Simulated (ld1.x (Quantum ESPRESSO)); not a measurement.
**Sr (Z = 38), ultrasoft: configuration errors across variants**

* Element: strontium (Sr)
* Generator: ld1.x (Quantum ESPRESSO) 7.5
* Type: ultrasoft
* Functional: PBE
* Relativity: scalar-relativistic
* Frozen core: [Ar] 3d10
* Valence charge: 10
* Reference configuration: 4s2 4p6 4d0 5s2 5p0
* Partial waves: 4s (bound): rcut 2.40, rcutus 2.55 bohr; 5s (bound): rcut 2.40, rcutus 2.55 bohr; 4p (bound): rcut 2.10, rcutus 2.40 bohr; 5p (bound, empty): rcut 2.10, rcutus 2.40 bohr; 4d (bound, empty): rcut 2.20, rcutus 2.85 bohr; 4d channel at 0.3 Ry: rcut 2.20, rcutus 2.85 bohr
* Local potential: all-electron potential smoothed inside 2.00 bohr (lloc = -2)
* Core correction: a·sin(br)/r model core, default radius (core density twice the valence density)
* Augmentation charge: PSQ, radius 2.15 bohr

All-electron excitation energies from the reference (eV): (1) 4s2 4p6 4d0 5s1 5p0 5.885; (2) 4s2 4p6 4d0 5s0 5p0 16.892; (3) 4s2 4p6 4d0 5s1.5 5p0 2.339; (4) 4s1 4p6 4d0 5s2 5p0 47.022; (5) 4s2 4p5 4d0 5s2 5p0 28.309; (6) 4s2 4p6 4d0 5s0 5p2 4.707; (7) 4s2 4p6 4d0 5s0 5p1 8.822.

The default core radius of the base comes out at 0.88 bohr.

The overlap operator is not positive definite (basis up to 400 Ry) in “local potential all-electron potential smoothed inside 2.00 bohr (lloc = -1)”, “type PAW; local potential all-electron potential smoothed inside 2.10 bohr (lloc = -1); augmentation PSQ, inside the norm-conserving radii”, “local potential all-electron potential smoothed inside 1.02 bohr (lloc = -2)”. Such files are unfit for use, however small their errors in these radial tests.

4 further variants failed, have other tests or too few solved ones, and are left out.

Errors AE − PS in meV (a dash: test not solved or not reliable):

| change | (1) | (2) | (3) | (4) | (5) | (6) | (7) | bound ghosts |
| --- | --- | --- | --- | --- | --- | --- | --- | --- |
| base | -0.9 | -14 | -0.1 | -58 | -7.1 | -36 | -31 | none |
| local potential all-electron potential smoothed inside 2.00 bohr (lloc = -1) | -1.6 | -12 | -0.3 | -75 | -6.8 | -31 | -27 | not determined (overlap not positive) |
| augmentation PSQ, inside the norm-conserving radii | -10 | -157 | -1.2 | +225 | +146 | -205 | -3891 | none |
| type PAW; local potential all-electron potential smoothed inside 2.10 bohr (lloc = -1); augmentation PSQ, inside the norm-conserving radii | 0.0 | +3.5 | -0.1 | – | – | – | – | not determined (overlap not positive) |
| wave 4d channel at 0.3 Ry: rcut 2.20, rcutus 2.85 bohr becomes 4d channel at 0.27 Ry: rcut 2.20, rcutus 2.85 bohr | -0.9 | -14 | -0.1 | -58 | -7.1 | -36 | -31 | none |
| waves 4d (bound): rcut 2.20, rcutus 2.88 bohr; 4d channel at 0.3 Ry: rcut 2.20, rcutus 2.88 bohr | -0.9 | -14 | -0.1 | -58 | -7.1 | -36 | -31 | none |
| local potential all-electron potential smoothed inside 1.02 bohr (lloc = -2) | 0.0 | -6.2 | +0.1 | – | – | – | – | not determined (overlap not positive) |
| waves 4p (bound): rcut 2.10, rcutus 2.62 bohr; 5p (bound): rcut 2.10, rcutus 2.62 bohr | -0.6 | -11 | -0.1 | +6.8 | +43 | -60 | -48 | none |

Task: Give the same row for: core correction none.

Result: -0.5, -9.2, -0.1, -48, -9.6, -19, -18; bound ghosts: none.
